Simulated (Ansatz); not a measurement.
Input for Ansatz (a quantum-chemistry and plane-wave program): R-PBE/def2-TZVPP on GeH4SSi (SMILES [SiH3][Ge][SH]), a point of a torsion scan.

Ansatz 0.2 input:
```yaml
crystal:
  periodic: [false, false, false]
  atoms:
    - {symbol: Si, position_ang: [1.00664475, -0.08185950, 0.01105960]}
    - {symbol: Ge, position_ang: [-0.63706033, 1.71961655, -0.29972572]}
    - {symbol: S, position_ang: [-2.51236451, 0.47390393, 0.18381794]}
    - {symbol: H, position_ang: [0.76322061, -1.25639965, -0.84193288]}
    - {symbol: H, position_ang: [2.36490062, 0.37602092, -0.32254428]}
    - {symbol: H, position_ang: [1.07213205, -0.58405485, 1.39026762]}
    - {symbol: H, position_ang: [-2.64469594, 0.13703283, -1.09329636]}
basis:
  gaussian:
    orbitals: def2-TZVPP
hamiltonian:
  xc: {name: PBE}
scf: {lower_state_search: off}
```

It printed:

```
WARN ansatz: RAYON_NUM_THREADS=1 ignored (pool sized by the plan → 1); use --threads N
Functional definition: PBE
these checks for a lower state are left out or cut short: stability, starts, cluster_reference, orbital_swaps, neighbouring_geometries, increment
integrals: 0.12 GiB planned
1166 factors; their error is unknown
mean field: 0.70 GiB planned
mean field evaluation 1: about -75276.1773 eV, gradient 3.4e1 eV
mean field evaluation 2: about -75248.6049 eV, gradient 9.0e1 eV
mean field evaluation 4: about -75279.0438 eV, gradient 5.2e0 eV
mean field evaluation 8: about -75279.1175 eV, gradient 2.5e-1 eV
mean field evaluation 16: about -75279.0875 eV, gradient 9.8e-5 eV
mean field -75279.08750997 eV, -2766.4554399932 hartree, gradient 1.8e-6 eV, S^2 0.000000; 0 other end points of the search recorded, 0 dependent functions left out
reference -75279.08754814 eV, -2766.4554413959 hartree; 33, 33 occupied and 155, 155 virtual orbitals, 1166 factors
Total energy: -75279.08754814 eV, -2766.4554413959 hartree
Checks for a lower state left out: stability, starts, cluster_reference, orbital_swaps, neighbouring_geometries, increment
```

Self-consistency was reached.

Cost: very roughly 1.6 core-seconds.
